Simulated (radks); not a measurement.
Problem. The mean radii <r> (bohr) of the occupied orbitals of an atom or ion are listed with their occupations. All-electron calculation, scalar-relativistic Kohn-Sham, r2SCAN, spin-polarised, spherical densities, finite nucleus; meta-GGA in the generalised Kohn-Sham scheme; Fermi nuclear charge, rms radius of each element as measured or else 0.836 A^(1/3) + 0.57 fm. Program: a radial shooting solver on a logarithmic mesh with Libxc functionals.

orbital  occ.      <r>
1s up       1  0.09086
1s down     1  0.09063
2s up       1   0.4170
2s down     1   0.4211
2p up       3   0.3720
2p down     1   0.3774

Name the element and its charge. Open shells, if any, are filled with parallel spins first.

Solution. Z = 17, chlorine, charge +9: Cl9+ in [He] 2s2 2p4. The 1s radius gives Z: for a bare nucleus <r> = (2 gamma + 1)/(2Z) with gamma = sqrt(1 - (Z/c)^2), 0.08778 bohr for Z = 17, and screening makes it slightly larger (0.09086 here). The occupations add up to 8, and the charge is Z minus that.
